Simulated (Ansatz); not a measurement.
`CB/N=[CH]\[GaH2]`, relaxed with RKS PBE0-D4/def2-TZVP in Ansatz 0.2.0 from a PBE-D4/def2-SVP geometry. The force threshold is 0.005 eV/Å; the program also tests the step.

Total charge 0; spin multiplicity 1.

Start:

```xyz
12

C     0.124    1.344   -1.716
B     0.110    0.308   -0.559
N     0.786   -0.966   -0.542
C     0.572   -1.634    0.554
Ga   -0.607   -0.763    1.965
H     0.167    0.839   -2.703
H    -0.690    2.092   -1.695
H     1.088    1.901   -1.628
H    -0.536    0.619    0.508
H     1.059   -2.639    0.642
H     0.076    0.016    3.163
H    -2.150   -1.118    2.011
```

Problem. How much energy does the relaxation release, and in how many steps? (Estimate.)

Solution. Ansatz gave: 0.05 eV, in 29 steps, 3 of them rejected.

Problem. Which bonds change most? (Estimate.)

Solution. Ansatz gave: B2–H9 from 1.286 to 1.261 Å; C1–H8 from 1.117 to 1.096 Å; C1–H6 from 1.110 to 1.090 Å; C4–H10 from 1.120 to 1.101 Å.

Problem. Give the relaxed structure. (Estimate.)

Solution. The calculation gave: 
```xyz
12

C     0.173    1.332   -1.694
B     0.127    0.274   -0.568
N     0.671   -1.054   -0.587
C     0.467   -1.691    0.512
Ga   -0.537   -0.717    1.969
H     0.689    0.977   -2.586
H    -0.844    1.641   -1.963
H     0.663    2.245   -1.334
H    -0.460    0.630    0.489
H     0.859   -2.718    0.566
H     0.278    0.018    3.093
H    -2.086   -0.936    2.102
```
